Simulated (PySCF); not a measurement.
## Atomic charges by several schemes

Species: C2H12SSi5.
Z-matrix (Å and degrees, PBE0-D3(BJ)/def2-SVP geometry), rows numbered from 1:
```
C 
C   1  1.4893
S   2  1.6367  1  123.05
Si  2  1.9027  1  121.75  3  -179.71
Si  4  2.3492  2  103.56  1   124.89
Si  5  2.3600  4  104.05  2    71.93
Si  6  2.3568  5  106.72  4    22.18
Si  4  2.3491  2  103.87  1  -126.43
H   1  1.1039  2  109.79  3  -122.69
H   1  1.0992  2  112.02  3    -0.48
H   1  1.1042  2  109.66  3   121.50
H   4  1.4986  2  111.67  1    -0.61
H   5  1.4985  4  109.77  2  -170.12
H   5  1.4970  4  110.79  2   -50.04
H   6  1.5011  5  108.55  4   140.92
H   6  1.4940  5  111.33  4  -100.59
H   7  1.4938  6  112.28  5  -121.95
H   7  1.5012  6  110.17  5   117.90
H   8  1.4969  4  110.90  2    50.72
H   8  1.4985  4  109.66  2   170.79
```

Density: PBE0/pcSseg-1 (PySCF); schemes: Mulliken, IAO, Hirshfeld and ESP-fitted. Isolated species at its PBE0-D3(BJ)/def2-SVP geometry (one conformer only).

Q: Atoms with like bonding are taken together and averaged. Do the Mulliken, IAO, Hirshfeld and ESP-fitted schemes agree on where the charge is lowest?

A: The schemes don't all agree: Mulliken C2 (-0.520); IAO C1 (-0.419); Hirshfeld C1 (-0.115); ESP-fitted C1 (-0.443).

Q: At which atom do the 4 schemes differ most?

A: At C2: from -0.520 (Mulliken) to +0.198 e (ESP-fitted), 0.718 e apart.

Q: Do the Mulliken, IAO, Hirshfeld and ESP-fitted schemes agree on where the charge is highest?

A: The schemes don't all agree: Mulliken H9/H10/H11 (+0.146); IAO Si4 (+0.301); Hirshfeld Si4 (+0.151); ESP-fitted C2 (+0.198).

Q: What partial charge does each atom carry?

A: In e; atoms taken as equivalent share a row and are averaged (×n: the atom named and its like, n in all):

```
      atom          environment  Mulliken     IAO  Hirshfeld  ESP-fitted
        C1        methyl carbon    -0.174  -0.419     -0.115      -0.443
        C2  thiocarbonyl carbon    -0.520  -0.255     -0.023      +0.198
        S3  thiocarbonyl sulfur    -0.017  -0.057     -0.035      -0.228
       Si4          SiH silicon    +0.074  +0.301     +0.151      +0.085
   Si5/Si8         SiH2 silicon    +0.136  +0.162     +0.134      +0.112
   Si6/Si7         SiH2 silicon    +0.015  +0.163     +0.128      +0.115
H9/H10/H11      methyl hydrogen    +0.146  +0.164     +0.055      +0.147
       H12        Si–H hydrogen    -0.009  -0.086     -0.075      -0.064
   H13/H20        Si–H hydrogen    -0.017  -0.081     -0.073      -0.056
   H14/H19        Si–H hydrogen    -0.010  -0.073     -0.071      -0.055
   H15/H18        Si–H hydrogen    -0.018  -0.089     -0.079      -0.076
   H16/H17        Si–H hydrogen    -0.001  -0.072     -0.074      -0.034
```

Mean size of the charges over all atoms: IAO 0.145 e, ESP-fitted 0.118 e, Hirshfeld 0.084 e, Mulliken 0.081 e. Each set sums to the total charge, 0, to within 0.001 e. The Mulliken scheme gives each basis function's population to the atom it is centred on and halves the overlap population of two atoms between them. The Hirshfeld scheme divides the density at each point in proportion to the densities of the neutral, spherically averaged free atoms.

Some averages cover members that differ in this geometry: H9/H10/H11, ESP-fitted +0.118 to +0.161 e.

Q: How many electrons does the Mulliken scheme count on C1?

A: Z − q = 6 − (-0.174) = 6.174.

Q: How closely do the schemes follow one another over all atoms?

A: Correlation coefficient and root-mean-square difference: IAO with Hirshfeld 0.86, 0.102 e; Mulliken with IAO 0.74, 0.117 e; IAO with ESP-fitted 0.71, 0.122 e; Hirshfeld with ESP-fitted 0.70, 0.107 e; Mulliken with Hirshfeld 0.45, 0.131 e; Mulliken with ESP-fitted 0.21, 0.184 e.
